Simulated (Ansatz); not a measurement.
A geometry relaxed with r2SCAN-D4/def2-TZVP (Ansatz, a first-principles code), charge 0, multiplicity 1:

```xyz
5

H     -1.8292     0.5094    -0.1580
N     -1.1904    -0.1279     0.2991
H      1.8828     0.2396     0.1673
C     -0.0074    -0.1036    -0.0014
N      1.1607    -0.2886    -0.3044
```

Problem. Write the SMILES of this molecule.

Solution. `N=C=N`
